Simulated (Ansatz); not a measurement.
Reaction (cleavage of the Ge–Si bond): `S[SiH2][SiH2][GeH3]` + `C[SeH]` → `C[Se][GeH3]` + `[SiH3][SiH2]S`

Gas-phase electronic energies from Ansatz, PBE0-D4/def2-TZVP geometries. CCSD(T)/CBS is the MP2 limit (def2-TZVPP, def2-QZVPP) plus CCSD(T) − MP2 in def2-TZVPP, frozen cores. DFT in def2-TZVPP. For Ge, Se outer-core shells are correlated without core-valence functions, which leaves a few kJ/mol of doubt a bond. Scalar relativity is left out up to krypton. Each species was taken in one conformer, which may not be the lowest.

```json
{"level": "ωB97X-V", "ΔE (kJ/mol)": "-31.1"}
{"level": "B2PLYP", "ΔE (kJ/mol)": "-34.4"}
{"level": "r2SCAN", "ΔE (kJ/mol)": "-29.2"}
{"level": "SCS-MP2/def2-TZVPP", "ΔE (kJ/mol)": "-37.2"}
```

Question: What does CCSD(T)/CBS give? (Best estimate.)

Answer: Computed: -30.1 kJ/mol. The listed levels differ from it by -1.0, -4.3, 0.9, -7.1 kJ/mol.

Largest T1 diagnostic among the species: 0.012.

The D4 term adds +3.2 kJ/mol with B3LYP and +2.2 kJ/mol with PBE0; it sums over pairs of atoms, weighted by their polarisabilities, and B3LYP, whose exchange is more repulsive, gets the larger term. In def2-TZVPP, CCSD(T) changes the Hartree–Fock value by +17.0 kJ/mol (the triples alone add +1.5 kJ/mol) and MP2 by +11.8 kJ/mol.

B3LYP here is the variant with VWN-RPA as its local correlation; programs differ in this.
